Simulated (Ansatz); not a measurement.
`OB(O)C12CC3CC(CC(C3)C1)C2`. Charge 0, multiplicity 3. Geometry PBE-D4/def2-SVP, that of the neutral singlet; atoms count from 1.

```xyz
30

O    -0.6017    2.7433    1.9378
B     0.4813    2.1458    1.3288
O     1.7593    2.6564    1.3808
C     0.2202    0.8078    0.5152
C    -0.5206   -0.2278    1.4062
C    -0.8312   -1.5078    0.6057
C     0.4846   -2.1280    0.0964
C     1.2145   -1.1180   -0.8108
C     0.3143   -0.7665   -2.0117
C    -1.0018   -0.1446   -1.5058
C    -1.7294   -1.1536   -0.5958
C    -0.6909    1.1346   -0.7039
C     1.5253    0.1617   -0.0101
H    -0.3983    3.5686    2.4122
H     1.8423    3.4853    1.8847
H    -1.4595    0.2171    1.7988
H     0.1065   -0.4810    2.2899
H    -1.3572   -2.2345    1.2624
H     0.2746   -3.0654   -0.4639
H     1.1331   -2.4054    0.9561
H     2.1643   -1.5651   -1.1766
H     0.8388   -0.0537   -2.6850
H     0.1008   -1.6784   -2.6115
H    -1.6508    0.1124   -2.3712
H    -2.6900   -0.7219   -0.2394
H    -1.9816   -2.0726   -1.1690
H    -1.6344    1.6047   -0.3529
H    -0.1873    1.8768   -1.3627
H     2.0767    0.8864   -0.6466
H     2.1983   -0.0765    0.8418
```

At PBE0-D4/def2-SVP a singlet of charge 0 lies 7.15 eV below the triplet at the same geometry.

(1) Estimate the Mulliken populations of the heavy atoms from the PBE0/def2-SVP orbitals of Ansatz.

(2) Where does the spin sit?

(3) And the Mayer bond orders between heavy atoms (over 0.3)?

Answers

(1) 
```
atom  charge (e)  spin (α − β)
  O1       -0.20          0.06
  B2       -0.22          0.88
  O3       -0.19          0.07
  C4       -0.29          0.41
  C5        0.11          0.03
  C6       -0.18          0.09
  C7        0.05         -0.01
  C8       -0.18          0.06
  C9        0.05         -0.01
 C10       -0.16          0.08
 C11        0.05          0.00
 C12        0.05          0.09
 C13        0.09          0.01
```
Mulliken values depend strongly on the basis.

(2) Summed by element: O 0.13, B 0.88, C 0.75, H 0.24, of 2 unpaired in all. Largest on single atoms: B2 0.88, C4 0.41, C12 0.09.

(3) O1–B2 1.30 (1.38 Å); B2–O3 1.29 (1.38 Å); B2–C4 0.77 (1.59 Å); C4–C5 0.97 (1.55 Å); C4–C12 0.97 (1.56 Å); C4–C13 1.04 (1.55 Å); C5–C6 0.91 (1.54 Å); C6–C7 1.04 (1.54 Å); C6–C11 1.03 (1.54 Å); C7–C8 1.03 (1.54 Å); C8–C9 1.03 (1.54 Å); C8–C13 0.98 (1.54 Å); C9–C10 1.04 (1.54 Å); C10–C11 1.04 (1.54 Å); C10–C12 0.90 (1.54 Å).
